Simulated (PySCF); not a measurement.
Method: PBE0-D3(BJ)/def2-TZVP run with PySCF 2.14.0. All species are isolated molecules in the gas phase. Delta-SCF ions had no search for a lower state. 

Reference species (SMILES): `CC=[SiH2]` (neutral, multiplicity 1).

The LUMO is -1.03 eV and the vertical ionisation energy (Delta-SCF) comes out as 8.17 eV.

Changed species: `C1C[SiH2]1`.

Problem. Predict the effect on the LUMO and vertical ionisation energy (Delta-SCF).

Solution. the LUMO goes up by 1.34 eV, to 0.31 eV; the vertical ionisation energy (Delta-SCF) rises by 0.93 eV, to 9.10 eV.
